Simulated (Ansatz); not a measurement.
`[SH][InH2]` and `[SH][InH][SH]` differ in one atom or group.

Ansatz, PBE0-D4/def2-TZVP geometries, multiplicity 1. Each molecule was computed in one conformer, which needn't be the lowest.

Elements past krypton have def2 core potentials.

```tsv
property	`[SH][InH2]`
size of the dipole moment (ωB97M-V/def2-TZVPP) / D	1.65
HOMO energy (PBE/def2-TZVPP) / eV	-6.28
size of the dipole moment (B3LYP/def2-TZVPP) / D	1.53
LUMO energy (PBE0/def2-TZVPP) / eV	-1.69
zero-point energy (PBE0-D4/def2-TZVP) / kJ/mol	55.3
HOMO energy (PBE0/def2-TZVPP) / eV	-7.42
```

**Question.** What does the change do to each property? (An estimate is asked.)

**Answer.** Computed: 
```tsv
property	`[SH][InH][SH]`	shift
size of the dipole moment (ωB97M-V/def2-TZVPP) / D	1.55	-0.10
HOMO energy (PBE/def2-TZVPP) / eV	-6.22	0.06
size of the dipole moment (B3LYP/def2-TZVPP) / D	1.45	-0.08
LUMO energy (PBE0/def2-TZVPP) / eV	-1.43	0.26
zero-point energy (PBE0-D4/def2-TZVP) / kJ/mol	64.3	9.0
HOMO energy (PBE0/def2-TZVPP) / eV	-7.40	0.02
```

The zero-point energy changes by 9.0 kJ/mol with +3 modes. Dipoles are sizes alone; their direction can turn.

B3LYP here is the variant with VWN-RPA as its local correlation; programs differ in this.
